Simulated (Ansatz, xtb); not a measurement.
# Relaxing a trial structure of FH4Si3

The starting geometry of this gas-phase doublet has its atoms placed at random.

```xyz
8

F    -0.2805   -2.0433    0.4164
Si   -1.0197    1.8536   -0.3777
Si   -1.0672   -1.7533   -0.9927
Si    0.5500   -0.6471    0.3702
H     0.5683    1.7296   -1.1232
H     0.8084   -0.8304   -1.5669
H     1.2945   -1.6885    0.9325
H    -0.2901   -0.6042   -1.4025
```

One run relaxed it with r2SCAN-D4/def2-SVP. What is a likely outcome?

It ends as a structure given below by its coordinates. Distances that change by over a tenth: Si2–H5 (1.76 → 1.50 Å). Contacts that open: F1–Si3 (1.64 → 2.20 Å), Si3–Si4 (2.39 → 3.12 Å). Contacts that close: Si2–Si3 (3.66 → 2.42 Å), Si2–Si4 (3.05 → 2.32 Å), Si4–H6 (1.96 → 1.49 Å).

The energy falls by 8.26 eV over 23 steps:

```
step  E − E(last) (eV)
   1             8.261
   3             2.896
   6             1.038
   8             0.618
  11             0.158
  13             0.031
  16             0.004
  18             0.002
  21             0.000
  23             0.000
```

Final geometry (Å):

```csv
atom,x (Å),y (Å),z (Å)
F,-0.1712,-2.0284,-0.2717
Si,-0.4916,0.9083,-0.2060
Si,-1.9818,-0.8985,-0.8016
Si,0.9916,-0.8382,0.1557
H,0.0737,1.9318,-1.1505
H,2.1367,-1.0524,-0.7772
H,1.4154,-1.2315,1.5299
H,-1.4091,-0.7748,-2.2224
```

From the same start GFN2-xTB reaches the same bonding as this run.

From so rough a start the end depends on the optimiser's path, so another program may land elsewhere. The end wasn't checked by frequencies. Open shells are spin-unrestricted. Run with Ansatz 0.2.0, 2.1 min on 2 threads of Intel(R) Xeon(R) Platinum 8259CL CPU @ 2.50GHz (Skylake/Cascade Lake) (shared host).
